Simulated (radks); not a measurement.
Values are calculated unless marked as measured or tabulated.
Question: Valence configurations of Pm3+ (all share [Xe]). Level of theory: non-relativistic Kohn-Sham, BLYP, spin-polarised, spherical densities, point nucleus; open shells are filled with parallel spins first (spin-orbit coupling, left out, can overturn this in heavy ions); relativity is left out, which matters for an element this heavy (a radial shooting solver on a logarithmic mesh with Libxc functionals). Order these by energy: 4f3 5d1; 4f3.5 6s0.5; 4f3 6p1; 4f3 6s1; 4f2 5d2; 4f2 5d1 6s1; 4f1.5 5d1 6s1.5; 4f2 6p2; 4f1.5 6s0.5 6p2; 4f4.

Answer: From the lowest, in eV above it: 4f4 0.000; 4f3.5 6s0.5 8.649; 4f3 5d1 13.893; 4f3 6s1 19.383; 4f3 6p1 23.861; 4f2 5d2 33.372; 4f2 5d1 6s1 40.141; 4f1.5 5d1 6s1.5 57.317; 4f2 6p2 57.442; 4f1.5 6s0.5 6p2 75.679. NIST lists [Xe] 4f4 as the ground configuration; this level of theory agrees among the configurations tried. The energies are those of spherical high-spin densities, not of single terms. Relativity is left out, which favours d and f over s occupation in heavy atoms.
